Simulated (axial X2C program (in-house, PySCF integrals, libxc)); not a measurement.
**Estimating the spin–orbit splitting of the π levels of ScS⁺**

All values were computed with an axial X2C code built on PySCF integrals. Spin-free means the one-electron spin-free X2C Hamiltonian; two-component (2c) means X2C with spin–orbit coupling and atomic mean-field two-electron Coulomb and Gaunt terms, so the difference of the two also holds small scalar two-electron terms. Basis: Sc dyall-cv3z [10s11p7d5f2g], S dyall-av3z [9s8p3d2f] (cores contracted in-house); Gaussian nuclei, density fitting, unrestricted open shells. Masses: Sc 44.956 u, S 31.972 u.

Hartree–Fock at 2.075 Å, closed shell. Valence p splittings ε(p3/2) − ε(p1/2) of spherical Dirac–Hartree–Fock atoms with fractionally filled p shells: S 3p 0.090 eV.

```
filled π level (eV), spin-free  Sc p share  S p share
                        -14.47        0.05       0.62
```

Question: In first order a p shell splits by 3ζ/2 and a π orbital by ζ. Estimate the splitting of each π level from the shares.

Answer: level -14.47 eV: (2/3) × (0.62 × 0.090) = 0.04 eV.

The two-component Hartree–Fock calculation gives:

```
ε(ω = 1/2) (eV)  σ share of it  ε(ω = 3/2) (eV)  splitting (eV)  estimate (eV)
        -14.500           0.00          -14.444            0.06           0.04
```

The estimate leaves out the mixing of π1/2 with σ1/2 levels, which pushes the ω = 1/2 spinor up or down, the d and f parts of the orbital, small shares of the strongly split outer-core p shell of a metal, the Gaunt term (absent from the atomic values), and the change of the atomic p orbitals with charge; Löwdin shares depend on the basis.
